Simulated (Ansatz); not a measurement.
H$_{5}$O$_{4}$Si (SMILES O[Si](O)(O)[OH2+]), charge +1, singlet, geometry from GFN2-xTB. Base run: HF/STO-3G (Ansatz, a first-principles code).

Geometry (Å):
```xyz
10

O      0.4230    -0.3422     1.5726
Si     0.2087    -0.0656     0.0273
O      0.0585    -1.2465    -1.0270
O      0.8857     1.2829    -0.4606
O     -1.5686     0.3872    -0.1042
H      0.1930    -1.1205     2.0778
H      0.7477    -1.7353    -1.4708
H      1.5894     1.7681    -0.0339
H     -1.8182     1.3018     0.0908
H     -2.0224     0.0531    -0.8927
```
Charge +1, spin multiplicity 1.
All else is at Ansatz's defaults.
Base energy -583.78509 Eh.

Variants of this job, named by their change:

```tsv
change	ΔE vs base (mEh)
base	0.000
fitting.mean_field = cc-pVTZ-JKFIT	-0.098
fitting.mean_field = def2-universal-JKFIT	-0.540
lower_state_search = full	0.000
point_charge = charge:0.5 position_ang:-0.7028, 4.4079, -3.2085	47.045
forces = on	0.000
lower_state_search = off	0.000
nuclear_model = gaussian	0.145
point_charge = charge:-1.0 position_ang:-1.3635, 4.1264, -3.3906	-97.253
accuracy = high	-0.013
lower_state_search = light	0.000
```
